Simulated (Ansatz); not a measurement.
`OC(F)([SiH3])[SiH3]` and `CC(F)([SiH3])[SiH3]` differ in one atom or group.

Ansatz, PBE0-D4/def2-TZVP geometries, multiplicity 1. Each molecule was computed in one conformer, which needn't be the lowest.

| property | `OC(F)([SiH3])[SiH3]` |
| --- | --- |
| LUMO energy (B3LYP/def2-TZVPP) / eV | -0.26 |
| HOMO–LUMO gap (PBE0/def2-TZVPP) / eV | 7.78 |
| HOMO energy (PBE0/def2-TZVPP) / eV | -7.80 |
| LUMO energy (PBE/def2-TZVPP) / eV | -0.87 |
| HOMO–LUMO gap (PBE/def2-TZVPP) / eV | 5.55 |
| HOMO energy (PBE/def2-TZVPP) / eV | -6.43 |

(1) What does the change do to each property? (Best estimate.)

## Answers

(1) Computed: 
```csv
property,`CC(F)([SiH3])[SiH3]`,shift
LUMO energy (B3LYP/def2-TZVPP) / eV,-0.03,0.23
HOMO–LUMO gap (PBE0/def2-TZVPP) / eV,8.10,0.32
HOMO energy (PBE0/def2-TZVPP) / eV,-7.92,-0.12
LUMO energy (PBE/def2-TZVPP) / eV,-0.69,0.18
HOMO–LUMO gap (PBE/def2-TZVPP) / eV,5.91,0.36
HOMO energy (PBE/def2-TZVPP) / eV,-6.59,-0.16
```

With PBE0 the HOMO falls by 0.12 eV and the LUMO rises by 0.19 eV, so the gap widens by about 0.31 eV. PBE moves the HOMO by -0.16 eV and ωB97M-V by -0.09 eV.

Positive LUMOs are unbound, so they and the gaps depend on the basis.

B3LYP here is the variant with VWN-RPA as its local correlation; programs differ in this.
